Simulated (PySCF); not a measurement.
A structure optimised at PBE-D3(BJ)/def2-SVP, used in a PySCF frequency run:

```xyz
10

C      0.6130     2.3400     0.0000
C      0.2130     1.0613     0.0000
O      1.1268    -0.0215     0.0000
C      0.2879    -1.1621     0.0000
O      0.7033    -2.2834     0.0000
Si    -1.3231    -0.0437     0.0000
H      1.6819     2.6057     0.0000
H     -0.1300     3.1492     0.0000
H     -2.1765    -0.0695     1.2342
H     -2.1765    -0.0695    -1.2342
```
Charge 0, spin multiplicity 1.

Problem. Write its SMILES, formula and point group.

Solution. C=C1OC(=O)[SiH2]1, C₃H₄O₂Si, Cs

Problem. What are its rotational constants (standard atomic weights)?

Solution. 5.1206, 2.5425, 1.7348 GHz
